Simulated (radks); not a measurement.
The numbers below are computed, except where a source is named.
Problem. Cl, configuration [Ne] 3s2 3p5. Code: a radial shooting solver on a logarithmic mesh with Libxc functionals. Model: non-relativistic Kohn-Sham, LDA (Slater exchange, Perdew-Wang correlation), spin-polarised, spherical densities, point nucleus; open shells are filled with parallel spins first; hard spherical wall at 7 bohr. Some entries of the table are withheld. Estimate them.

| orbital | occ. | eigenvalue (Ry) | <1/r> (bohr^-1) | <r^2> (bohr^2) |
|---|---|---|---|---|
| 1s up | 1 | -200.7353 | 16.51 | 0.01129 |
| 1s down | 1 | -200.7220 | 16.51 | 0.01129 |
| 2s up | 1 | -18.37376 | 3.273 | 0.2388 |
| 2s down | 1 | -18.35947 | 3.274 | 0.2386 |
| 2p up | 3 | -14.07937 | 3.194 | 0.2080 |
| 2p down | 3 | -14.06164 | 3.195 | 0.2078 |
| 3s up | 1 | -1.53359 | 0.9022 | 2.762 |
| 3s down | 1 | -1.46853 | 0.8987 | 2.794 |
| 3p up | 3 | -0.66236 | (1) | 4.006 |
| 3p down | 2 | -0.60442 | (2) | 4.136 |
| 4s up | 0 | 0.12773 | 0.3228 | (3) |
| 4s down | 0 | 0.14086 | 0.3210 | (4) |
| 3d up | 0 | 0.30783 | 0.3628 | 13.23 |
| 3d down | 0 | 0.33138 | 0.3491 | 13.89 |
| 4p up | 0 | (5) | 0.3285 | 19.07 |
| 4p down | 0 | (6) | 0.3305 | 19.16 |

Solution. 
(1) 3p up <1/r> (bohr^-1): 0.7523
(2) 3p down <1/r> (bohr^-1): 0.7435
(3) 4s up <r^2> (bohr^2): 17.35
(4) 4s down <r^2> (bohr^2): 17.54
(5) 4p up eigenvalue (Ry): 0.34002
(6) 4p down eigenvalue (Ry): 0.35343
